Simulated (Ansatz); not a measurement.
Ansatz (an electronic-structure program) input:

Ansatz 0.2 input:
```yaml
crystal:
  periodic: [false, false, false]
  atoms:
    - {symbol: Ge, position_ang: [-0.30163006, -0.26910692, -0.03797258]}
    - {symbol: O, position_ang: [-1.51466084, -1.35134318, -0.19068254]}
    - {symbol: Cl, position_ang: [-0.30317526, 1.74343749, -0.73241740]}
    - {symbol: Cl, position_ang: [1.58373106, -0.60095708, 0.89362816]}
basis:
  gaussian:
    orbitals: def2-SVP
magnetization: {spin_polarized: false}
correlation: {method: ccsd_t, electrons: outside_noble_gas}
```

Which total energy does the run end on?

-3069.23416 Eh (CCSD(T)/def2-SVP). The basis has 82 functions.
